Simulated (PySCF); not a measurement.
**Where the electron goes**

Compound: C7H14OSi.
Numbering: `[CH2:1]=[CH:2][C:3](=[CH2:4])[O:5][Si:6]([CH3:7])([CH3:8])[CH3:9]` (hydrogens: H10, H11 on C1; H12 on C2; H13, H14 on C4; H15, H16, H17 on C7; H18, H19, H20 on C8; H21, H22, H23 on C9)

Cartesian coordinates in Å at the PBE0-D3(BJ)/def2-SVP level; atoms count from 1:
```
atom  x, y, z in Å
C1     3.3430    0.7256    0.0617
C2     2.8578   -0.5169   -0.0314
C3     1.4270   -0.8361   -0.0486
C4     0.9969   -2.1092   -0.1545
O5     0.6285    0.2421    0.0470
Si6   -1.0598    0.4087    0.0348
C7    -1.7356   -0.2050   -1.6004
C8    -1.8024   -0.5066    1.4903
C9    -1.3105    2.2498    0.2140
H10    4.4190    0.9131    0.0688
H11    2.6665    1.5807    0.1328
H12    3.5334   -1.3744   -0.1035
H13    1.7228   -2.9192   -0.2275
H14   -0.0613   -2.3730   -0.1711
H15   -2.8118    0.0184   -1.6782
H16   -1.2238    0.2948   -2.4376
H17   -1.6059   -1.2901   -1.7264
H18   -2.8823   -0.2984    1.5592
H19   -1.6728   -1.5962    1.4157
H20   -1.3330   -0.1751    2.4297
H21   -0.8666    2.6147    1.1530
H22   -2.3823    2.5036    0.2212
H23   -0.8367    2.7913   -0.6192
```

Computed with TDDFT wB97X-D/def2-SVPD, vertical, gas phase, core orbitals frozen in the response (PySCF).

Kohn–Sham orbitals with the atoms that hold most of them (Löwdin shares over 4%, at most four atoms; ? is withheld):

```json
{"orbital": "HOMO-3", "ε (eV)": "-10.79", "atoms": "C7 20%, C8 19%, Si6 15%, C2 8%"}
{"orbital": "HOMO-2", "ε (eV)": "-10.34", "atoms": "C9 24%, O5 20%, Si6 16%, C8 10%"}
{"orbital": "HOMO-1", "ε (eV)": "-9.84", "atoms": "?"}
{"orbital": "HOMO", "ε (eV)": "-8.13", "atoms": "?"}
{"orbital": "LUMO", "ε (eV)": "?", "atoms": "C1 25%, C4 20%, C2 18%, C3 15%"}
{"orbital": "LUMO+1", "ε (eV)": "2.06", "atoms": "Si6 17%, C9 9%, C7 9%, C8 9%"}
{"orbital": "LUMO+2", "ε (eV)": "2.81", "atoms": "C1 25%, C2 14%, H10 12%, H12 8%"}
```

Problem. Give the leading atoms of the HOMO.

Solution. C4 (bonded to C and 2 H) 33%; C3 (bonded to 2 C and O) 20%; C1 (bonded to C and 2 H) 14%; O5 (bonded to C and Si) 10%. By element: carbon 68% or more, oxygen 10%.

Problem. Which atoms hold the HOMO-1, and with what shares?

Solution. C2 (bonded to 2 C and H) 22%; O5 (bonded to C and Si) 22%; C1 (bonded to C and 2 H) 19%; C7 (bonded to Si and 3 H) 7%. By element: carbon 48% or more, oxygen 22%.

Problem. What is the LUMO energy, and the HOMO–LUMO gap?

Solution. ε(LUMO) = 1.09 eV; the gap is 9.22 eV (0.3388 hartree).

Problem. How does S1 compare with the orbital gap of 9.22 eV?

Solution. S1 is at 5.55 eV (f = 0.405), 3.67 eV below the gap, made of HOMO→LUMO (96%). Without the coupling terms of the response equations the lowest excitation would equal the gap.

Problem. Give energy, strength and leading configuration of S1 and S3, and follow the Löwdin shares of the leading atoms from the occupied to the empty orbital.

Solution. 
- S1 (5.55 eV, f 0.405), HOMO→LUMO (96%): C4 33% → 20%, C3 20% → 15%, C1 14% → 25%
- S3 (6.83 eV, f 0.179), HOMO-1→LUMO (91%): C2 22% → 18%, O5 22% → at most 15%, C1 19% → 25%, C4 at most 8% → 20%

Löwdin shares depend on the basis, the more so with diffuse functions.

One conformer stands for the species.
